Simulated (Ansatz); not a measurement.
Reaction (ligand exchange at the Hf–S bond): `[F][Hf]([SH])([SH])[SH]` + H–F → `[F][Hf]([F])([SH])[SH]` + H₂S

Isolated molecules relaxed with PBE0-D4/def2-TZVP in Ansatz; ΔE leaves out vibrations. CCSD(T)/CBS is the MP2 limit (def2-TZVPP, def2-QZVPP) plus CCSD(T) − MP2 in def2-TZVPP, frozen cores. This one scheme is used for every species. DFT in def2-TZVPP. B3LYP here is the variant with VWN-RPA as its local correlation; programs differ in this. Elements past krypton have def2 core potentials. For Hf outer-core shells are correlated without core-valence functions, which leaves a few kJ/mol of doubt a bond. Each species was taken in one conformer, which may not be the lowest.

```
             level  ΔE (kcal/mol)  difference from CCSD(T)/CBS
            PBE-D4          -19.6                         -1.1
        r2SCAN0-D4          -19.8                         -1.3
          BHLYP-D4          -20.9                         -2.4
      CAM-B3LYP-D4          -23.5                         -5.0
             B3LYP          -23.1                         -4.6
    MP2/def2-TZVPP          -17.1                          1.4
   CCSD/def2-TZVPP          -20.3                         -1.8
SCS-MP2/def2-QZVPP          -19.2                         -0.7
      HF/CBS(def2)          -24.4                         -5.9
     MP2/CBS(def2)          -16.5                          2.0
       CCSD(T)/CBS          -18.5                            0
```

What do rigid-rotor, harmonic-oscillator terms from PBE0-D4/def2-TZVP frequencies (298.15 K, 1 bar) make of the CCSD(T)/CBS value? (Estimate.)

Computed: ΔZPE = -0.8 kcal/mol, ΔH = -19.6 kcal/mol, ΔS = 14 J/(mol·K), ΔG = -20.6 kcal/mol.

Largest T1 diagnostic among the species: 0.016.

At CCSD(T), def2-SVP lies −5.6 kcal/mol from the extrapolated value and def2-TZVPP −0.7 kcal/mol. From BLYP to BHLYP (50 % exact exchange), in def2-TZVPP and without D4, ΔE moves by +1.1 kcal/mol. Leaving LDA and LC-ωPBE aside and taking each functional with its dispersion term where it has one, the values, not all of them listed here, spread over 5.0 kcal/mol, from CAM-B3LYP-D4 to PBE-QIDH. LDA lies +1.7 kcal/mol from PBE without D4.
